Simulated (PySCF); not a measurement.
**ECD: `C[C@@H]1[C@H](F)[C@H]1[Si@H](C)Cl`, C5H10ClFSi**

Geometry:
| atom | x (Å) | y (Å) | z (Å) |
| --- | --- | --- | --- |
| C1 | -2.716 | -0.043 | -0.386 |
| C2 | -1.346 | -0.655 | -0.247 |
| C3 | -0.690 | -0.746 | 1.089 |
| F4 | -1.342 | -0.239 | 2.176 |
| C5 | -0.159 | 0.225 | 0.080 |
| Si6 | 1.528 | -0.034 | -0.720 |
| C7 | 2.879 | 0.791 | 0.326 |
| Cl8 | 1.481 | 0.813 | -2.557 |
| H9 | -3.485 | -0.800 | -0.240 |
| H10 | -2.862 | 0.739 | 0.356 |
| H11 | -2.837 | 0.388 | -1.378 |
| H12 | -1.165 | -1.489 | -0.916 |
| H13 | -0.123 | -1.621 | 1.381 |
| H14 | -0.431 | 1.253 | 0.297 |
| H15 | 1.776 | -1.468 | -0.895 |
| H16 | 2.710 | 1.861 | 0.416 |
| H17 | 3.859 | 0.654 | -0.122 |
| H18 | 2.914 | 0.377 | 1.329 |

The calculation used TDDFT CAM-B3LYP/def2-SVPD circular dichroism and optical rotation, one conformer, gas phase (PySCF). Geometry: GFN2-xTB.

The molecule is flexible and this is one conformer; a measurement averages over conformers.

Task: Assign R or S to each stereocentre.

Result: C2 R, C3 S, C5 S, Si6 S.

Task: Which excitations and rotatory strengths does the calculation give?

Result: Rotatory strengths R in 10⁻⁴⁰ esu² cm², velocity form and length form (origin at the centre of mass); f in length form.
| state | E (eV) | λ (nm) | f | R (velocity) | R (length) | main |
| --- | --- | --- | --- | --- | --- | --- |
| 1 | 7.59 | 163 | 0.004 | +4.7 | +5.8 | HOMO→LUMO+1 0.77, HOMO→LUMO+2 0.10 |
| 2 | 7.61 | 163 | 0.017 | +9.7 | +9.7 | HOMO→LUMO+2 0.47, HOMO→LUMO 0.31 |
| 3 | 7.98 | 155 | 0.032 | -45.0 | -42.3 | HOMO→LUMO 0.51, HOMO→LUMO+2 0.27 |
| 4 | 8.04 | 154 | 0.014 | -37.3 | -38.0 | HOMO−1→LUMO+1 0.42, HOMO−2→LUMO+1 0.28 |
| 5 | 8.15 | 152 | 0.004 | +1.0 | +0.8 | HOMO−1→LUMO+2 0.42, HOMO−1→LUMO 0.31 |
| 6 | 8.28 | 150 | 0.009 | -4.3 | -4.4 | HOMO→LUMO+3 0.64 |
| 7 | 8.32 | 149 | 0.083 | +58.6 | +57.2 | HOMO−1→LUMO+1 0.35, HOMO−2→LUMO+1 0.17 |
| 8 | 8.34 | 149 | 0.0006 | +1.5 | +1.6 | HOMO→LUMO+4 0.62, HOMO→LUMO+3 0.09 |
| 9 | 8.45 | 147 | 0.031 | +43.3 | +41.0 | HOMO−1→LUMO 0.32, HOMO−1→LUMO+2 0.21 |
| 10 | 8.65 | 143 | 0.039 | +42.8 | +40.3 | HOMO−3→LUMO+1 0.34, HOMO→LUMO+5 0.18 |
| 11 | 8.70 | 142 | 0.005 | -10.3 | -9.5 | HOMO−1→LUMO+3 0.30, HOMO−3→LUMO+1 0.15 |
| 12 | 8.76 | 142 | 0.031 | -44.2 | -43.5 | HOMO−1→LUMO+4 0.34, HOMO−2→LUMO+2 0.22 |
| 13 | 8.83 | 140 | 0.008 | +8.5 | +7.6 | HOMO−2→LUMO+2 0.14, HOMO−2→LUMO 0.12 |
| 14 | 8.87 | 140 | 0.034 | +28.0 | +27.3 | HOMO→LUMO+5 0.28, HOMO−2→LUMO+2 0.12 |
| 15 | 8.94 | 139 | 0.037 | +56.9 | +56.6 | HOMO−1→LUMO+3 0.32, HOMO−1→LUMO+4 0.17 |
| 16 | 9.11 | 136 | 0.011 | +3.4 | +2.8 | HOMO→LUMO+6 0.16, HOMO−3→LUMO+2 0.15 |

Among the states computed, the strongest CD band (largest |R|) is state 7. The largest dissymmetry factor in size, g = 4R/(D+G), with D and G the electric and magnetic dipole strengths, is -0.032 for state 4 (velocity form, f = 0.014), among bands with |R| over 0.5. The mirror image has the same energies and oscillator strengths and all R with the opposite sign.
